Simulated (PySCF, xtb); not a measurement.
Cl₄Te, SMILES Cl[Te-](Cl)(Cl)Cl, charge -1, multiplicity 2.

Harmonic wavenumbers (cm⁻¹) from GFN2-xTB (xtb 6.7.1) at its own minimum, in rising order: 49, 64, 79, 110, 136, 216, 266, 267, 337.

Question: What does r2SCAN-D4/def2-SVPD (PySCF) give at its own minimum? (Estimate from the structure and the level; the computed values follow.)

Answer: 36, 55, 77, 84, 125, 189, 255, 267, 324. Paired by order, the mean absolute difference is 13 cm⁻¹ and the zero-point energies are 2.2 and 2.0 kcal/mol.
